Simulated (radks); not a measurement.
Values are calculated unless marked as measured or tabulated.
Question: Radial electron density D(r) = 4 pi r^2 rho(r) of an atom or ion with 22 electrons. Level of theory: scalar-relativistic Kohn-Sham, LDA (Slater exchange, Perdew-Wang correlation), spin-unpolarised, spherical densities, finite nucleus; Fermi nuclear charge, rms radius of each element as measured or else 0.836 A^(1/3) + 0.57 fm (a radial shooting solver on a logarithmic mesh with Libxc functionals).

```
   r/bohr * D(r) (the largest magnitude, 33.1, reaches the edge; | marks zero)
 0.007543 |        *
 0.008505 |          *
 0.009589 |            *
  0.01081 |               *
  0.01219 |                  *
  0.01374 |                     *
   0.0155 |                        *
  0.01747 |                            *
   0.0197 |                                *
  0.02221 |                                    *
  0.02504 |                                        *
  0.02824 |                                           *
  0.03184 |                                              *
   0.0359 |                                                *
  0.04047 |                                                 *
  0.04563 |                                                 *
  0.05145 |                                               *
  0.05801 |                                             *
  0.06541 |                                           *
  0.07375 |                                        *
  0.08315 |                                      *
  0.09375 |                                      *
   0.1057 |                                      *
   0.1192 |                                         *
   0.1344 |                                             *
   0.1515 |                                                 *
   0.1708 |                                                    *
   0.1926 |                                                      *
   0.2172 |                                                     *
   0.2448 |                                                 *
   0.2761 |                                          *
   0.3113 |                                  *
   0.3509 |                          *
   0.3957 |                     *
   0.4461 |                  *
    0.503 |                   *
   0.5672 |                    *
   0.6395 |                      *
    0.721 |                       *
   0.8129 |                       *
   0.9166 |                    *
    1.033 |                *
    1.165 |            *
    1.314 |        *
    1.481 |    *
     1.67 |  *
    1.883 | *
    2.123 |*
    2.394 *
    2.699 *
    3.043 *
    3.431 *
    3.869 *
```

What is the nuclear charge?

Answer: Z = 25. The innermost maximum, from 1s, lies near gamma/Z bohr with gamma = sqrt(1 - (Z/c)^2) = 0.983, here 0.0393 bohr (found: 0.0425), and its height grows with Z. The density is that of the manganese ion Mn3+ in [Ar] 3d4; the configuration itself is not fixed sharply by these data, and Z only to about a unit. D(r) has 3 maxima, at r = 0.0425, 0.194, 0.727 bohr, and minima at 0.0938, 0.468 bohr, inside which lie 2.13, 10.59 electrons.
